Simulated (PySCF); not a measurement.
Computed IR spectrum (relative IR intensity) of a molecule C2H4FNSi. The structure is a stationary point at PBE-D3(BJ)/def2-SVP. Other conformers were not sampled. These are PBE-D3(BJ)/def2-SVP run with PySCF values and carry that method's errors. Frequencies are harmonic and unscaled.

Lines under 2 % of the strongest are left out, and lines within 2 cm⁻¹ are merged.

ν (cm⁻¹): 176 (vw), 265 (vw), 395 (w), 525 (w), 597 (w), 648 (m), 737 (m), 782 (m), 873 (m), 914 (s), 960 (m), 1110 (s), 1133 (m), 1230 (w), 1297 (m), 1550 (w), 2127 (vs), 2172 (s), 2965 (w), 3062 (w) (against the strongest line: vs over 80 %, s over 45 %, m over 15 %, w over 4 %, vw less)

Question: Pick the molecule that these values belong to.
A. F[Si@H]1C=NC1
B. C#C[Si@@H](N)F
C. N#CC[SiH2]F
D. F[C@@H]1N=C[SiH2]1

Answer: D, F[C@@H]1N=C[SiH2]1
